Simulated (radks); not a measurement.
Problem. All-electron atom: the chromium ion Cr2+ in [Ar] 3d4. Method: scalar-relativistic Kohn-Sham, LDA (Slater exchange, Perdew-Zunger correlation), spin-polarised, spherical densities, point nucleus; open shells are filled with parallel spins first; computed with a radial shooting solver on a logarithmic mesh with Libxc functionals. Some entries of the table are withheld. Estimate them.

orbital,occ.,eigenvalue (eV),<r^2> (bohr^2),r(max) (bohr)
1s down,1,-5887.483,0.005451,0.04169
1s up,1,-5887.482,0.005451,0.04169
2s up,1,-687.1262,0.1022,0.2441
2s down,1,-685.4989,0.1019,0.2439
2p up,3,-581.7643,0.08356,0.1978
2p down,3,-580.5018,0.08320,0.1976
3s up,1,-96.0542,0.9326,0.7761
3s down,1,-92.2343,0.9390,0.7768
3p up,3,-67.6847,1.077,0.7952
3p down,3,-63.9500,1.090,0.7965
3d up,4,(1),1.871,0.8122
3d down,0,(2),2.066,0.8229

Solution. 
(1) 3d up eigenvalue (eV): -24.3014
(2) 3d down eigenvalue (eV): -20.8734
